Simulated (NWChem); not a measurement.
C$_{2}$H$_{7}$NSi; SMILES [SiH3]/N=C\C

Program: NWChem. Coordinates come from a B3LYP/6-31G* (spherical d) optimisation. Vertical excitations in the gas phase; the lowest state need not have the same character in each row.

| level | lowest excitation, singlet (eV) | oscillator strength of that lowest state | lowest state with f > 0.02, singlet (eV) | orbital gap (eV) |
|---|---|---|---|---|
| PBE/def2-SVP, full TDDFT | 4.00 | 0.001 | 6.61 | 3.77 |
| B3LYP/def2-SVP, full TDDFT | 4.17 | 0.001 | 6.61 | 5.81 |
| LRC-wPBEh/def2-SVP, full TDDFT | 4.19 | 0.001 | 7.02 | 9.86 |
| LDA (Slater exchange, VWN5)/def2-SVP, full TDDFT | ___ | 0.001 | ___ | ___ |

Problem. Some entries are withheld; supply them.

Solution. 
- LDA (Slater exchange, VWN5)/def2-SVP, full TDDFT, lowest excitation, singlet (eV): 3.92
- LDA (Slater exchange, VWN5)/def2-SVP, full TDDFT, lowest state with f > 0.02, singlet (eV): 6.51
- LDA (Slater exchange, VWN5)/def2-SVP, full TDDFT, orbital gap (eV): 3.65
